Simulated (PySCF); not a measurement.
**Spinor energies of V (vanadium, neutral)**

Start: [Ar] 3d5; 3d5/2 filled at m_j = -3/2, -1/2, +1/2, +3/2, +5/2. Calculated with PySCF 2.14 in x2c-SVPall-2c with one added diffuse shell each of s, d type (6s5p4d1f, 48 functions): generalised Hartree-Fock with the X2C-1e Hamiltonian and a Gaussian nucleus; one run each with spin-orbit coupling (SO) switched off, then screened by Boettger's factors. This is a chosen level, not necessarily the ground level.

```csv
spinor shell,electrons,"ε, spin-free (eV)","ε, screened SO (eV)",weight of nominal j (screened SO),"rms radius, screened SO (bohr)"
1s1/2,2,-5565.9,-5565.9,1.000,0.0768
2s1/2,2,-705.74,-705.74,1.000,0.332
2p1/2,2,-594.55,-599.47,1.000,0.300
2p3/2,4,-594.55,-592.12,1.000,0.303
3s1/2,2,-126.02,-126.02,1.000,1.01
3p1/2,2,-91.664,-92.388,0.951,1.07
3p3/2,4,-91.664,-91.306,0.975,1.08
3d5/2,5,-4.361,-4.361,0.598,4.53
```

| quantity | spin-free | screened SO |
| --- | --- | --- |
| E (hartree) | -944.89397 | -944.89970 |
| M_J | 5/2 | 5/2 |
| ⟨J²⟩ | 8.750 | 8.750 |
| ⟨L²⟩ | 0.000 | 0.000 |
| ⟨S²⟩ | 8.750 | 8.750 |

Each row is a mean over spinors that exchange with the open shell spreads, by up to 0.492 eV (3p3/2).

Rows whose weight is well below 1 are mixtures of j = l ± 1/2: exchange outweighs spin-orbit coupling there, and the label is only the starting occupation.

Without spin-orbit coupling the j labels of p, d and f shells carry no meaning; the spin-free column gives the mean over the occupied spinors of each nl shell.
